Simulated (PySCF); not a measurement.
Species: `C=CC(=O)C(C)(C)C=C`. The columns A, B, C and D hold Mulliken, IAO, Hirshfeld and ESP-fitted charges (e) of one PBE0/pcSseg-1 density (PySCF), in a shuffled order. Coordinates in Å (GFN2-xTB); the density's dipole moment is (-1.37, -0.09, -2.09) D.

| atom | x | y | z | A | B | C | D |
| --- | --- | --- | --- | --- | --- | --- | --- |
| C1 | 2.720 | 0.758 | -1.467 | -0.243 | -0.058 | -0.055 | -0.239 |
| C2 | 1.469 | 0.535 | -1.084 | -0.209 | -0.062 | -0.259 | -0.361 |
| C3 | 1.149 | 0.181 | 0.317 | +0.369 | +0.162 | +0.389 | +0.542 |
| O4 | 1.979 | 0.175 | 1.195 | -0.417 | -0.218 | -0.357 | -0.479 |
| C5 | -0.316 | -0.206 | 0.564 | -0.011 | +0.012 | -0.677 | +0.438 |
| C6 | -0.532 | -1.567 | -0.106 | -0.416 | -0.115 | -0.143 | -0.578 |
| C7 | -0.563 | -0.325 | 2.072 | -0.411 | -0.123 | -0.095 | -0.552 |
| C8 | -1.202 | 0.883 | 0.020 | -0.136 | -0.032 | -0.112 | -0.254 |
| C9 | -2.133 | 0.763 | -0.908 | -0.326 | -0.098 | -0.117 | -0.403 |
| H10 | 3.526 | 0.679 | -0.755 | +0.170 | +0.052 | +0.135 | +0.167 |
| H11 | 2.979 | 1.021 | -2.479 | +0.160 | +0.058 | +0.125 | +0.162 |
| H12 | 0.639 | 0.611 | -1.771 | +0.154 | +0.040 | +0.117 | +0.177 |
| H13 | -0.350 | -1.515 | -1.177 | +0.139 | +0.038 | +0.118 | +0.138 |
| H14 | -1.550 | -1.908 | 0.064 | +0.146 | +0.045 | +0.128 | +0.164 |
| H15 | 0.151 | -2.298 | 0.322 | +0.149 | +0.045 | +0.128 | +0.155 |
| H16 | 0.108 | -1.064 | 2.502 | +0.151 | +0.039 | +0.123 | +0.140 |
| H17 | -1.591 | -0.622 | 2.262 | +0.140 | +0.038 | +0.113 | +0.154 |
| H18 | -0.375 | 0.627 | 2.563 | +0.145 | +0.039 | +0.113 | +0.128 |
| H19 | -1.036 | 1.847 | 0.485 | +0.144 | +0.046 | +0.095 | +0.147 |
| H20 | -2.350 | -0.166 | -1.406 | +0.145 | +0.045 | +0.113 | +0.173 |
| H21 | -2.730 | 1.608 | -1.211 | +0.155 | +0.048 | +0.120 | +0.179 |

Which column most likely holds the ESP-fitted charges?

D. Σ q r misses the density's dipole by 0.02 D (D), 0.24 D (A), 0.85 D (C), 0.86 D (B). Charges fitted to the outside potential are the only set here that is tied to the molecule's multipoles.

And the Hirshfeld charges?

B. The mean sizes are 0.067 e (B), 0.173 e (C), 0.206 e (A), 0.273 e (D), and Hirshfeld charges are commonly the smallest of these schemes.

As computed, A = IAO, B = Hirshfeld, C = Mulliken, D = ESP-fitted. Hydrogens on carbon: IAO +0.14 to +0.17, Hirshfeld +0.04 to +0.06, Mulliken +0.09 to +0.13, ESP-fitted +0.13 to +0.18 e.

The IAO scheme projects the occupied orbitals on a minimal set of polarised atomic orbitals and counts the electrons in each atom's part of it. The Hirshfeld scheme divides the density at each point in proportion to the densities of the neutral, spherically averaged free atoms.

The structure is a single GFN2-xTB conformer in the gas phase; no vibrational or solvent corrections.

These values come from a run that also computed NMR shieldings. On an Arm Neoverse V1 with one thread (shared host), this took 39 s of wall time and 1.0 GiB of memory at its peak.

The values belong to the conformer `[CH2:1]=[CH:2][C:3](=[O:4])[C:5]([CH3:6])([CH3:7])[CH:8]=[CH2:9]`: C1–C2–C3–O4 6°, C2–C3–C5–C6 70°, C3–C5–C8–C9 121°.
